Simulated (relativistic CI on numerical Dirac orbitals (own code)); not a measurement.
One change at a time: Rb14+

Base calculation: Dirac-Coulomb-Breit CI, KLI orbitals optimised for each configuration, model QED (radiative potential, 1s self-energy scaled to tabulated hydrogen-like ionisation energies), unscaled Slater integrals.

Configurations in the expansion (outside the closed core [Ne]): 3s2 3p6 3d5, 3s2 3p5 3d6, 3s2 3p4 3d7, 3s 3p6 3d6, 3p6 3d7, 3s2 3p6 3d4 4s, 3s2 3p6 3d4 4p, 3s 3p5 3d7, 3s2 3p6 3d4 4d, 3s2 3p6 3d3 4s2, 3s2 3p6 3d4 4f, 3s2 3p6 3d3 4s 4p, 3s2 3p6 3d4 5s, 3s2 3p6 3d3 4p2, 3s2 3p6 3d4 5p, 3s2 3p6 3d3 4s 4d. Levels of other configurations are missing.

Variants: (1) configuration mixing switched off. Shifts of the energy above 3s2 3p6 3d5 6S_5/2, in cm⁻¹, for the lowest level and the first level of each name with at least 55 % of one term (blank where a level changes its place among those of its configuration and J or its character, or is not in the variant):

```csv
Level,Base,Δ(1)
3s2 3p6 3d5 6S_5/2,0.0,0.0
3s2 3p6 3d5 4G_7/2,84548.1,+59.8
3s2 3p6 3d5 4G_11/2,84625.7,-276.3
3s2 3p6 3d5 4G_9/2,85609.6,-274.2
3s2 3p6 3d5 4P_3/2,86737.7,+7661.5
3s2 3p6 3d5 4P_1/2,89570.4,+8223.2
3s2 3p6 3d5 4D_7/2,100372.1,+4489.4
3s2 3p6 3d5 4D_1/2,104616.7,+5100.3
3s2 3p6 3d5 4D_5/2,104954.9,+5772.5
3s2 3p6 3d5 4D_3/2,105946.5,+5752.2
3s2 3p6 3d5 2I_11/2,122585.0,-3161.2
3s2 3p6 3d5 2I_13/2,126108.4,-3972.0
3s2 3p6 3d5 2D_3/2,126703.0,+9017.5
3s2 3p6 3d5 2F_7/2,130829.0,+7769.4
3s2 3p6 3d5 4F_9/2,134262.4,+4917.1
3s2 3p6 3d5 4F_5/2,137815.4,+6375.9
3s2 3p6 3d5 4F_3/2,143465.0,+7057.8
3s2 3p6 3d5 2H_9/2,144776.2,+3886.3
3s2 3p6 3d5 2G_7/2,152607.5,+4374.8
3s2 3p6 3d5 2H_11/2,153730.8,+2354.7
3s2 3p6 3d5 2G_9/2,159656.6,+3749.1
3s2 3p6 3d5 2S_1/2,174227.9,+10616.2
```

At this charge energies of transitions that change n are usually good to better than 1 %, and those within a shell (Δn = 0) to a few per cent. Terms inside the open d or f shell come out 10 to 20 % too wide with unscaled integrals.

Ionisation energy from the two ground configurations alone: base 502.582 eV. The NIST ASD value (theoretical) is 502 eV.

LS names give the leading component of a level, which can be under half, so a name can repeat, a term be missing and a line seem to break the LS rules.
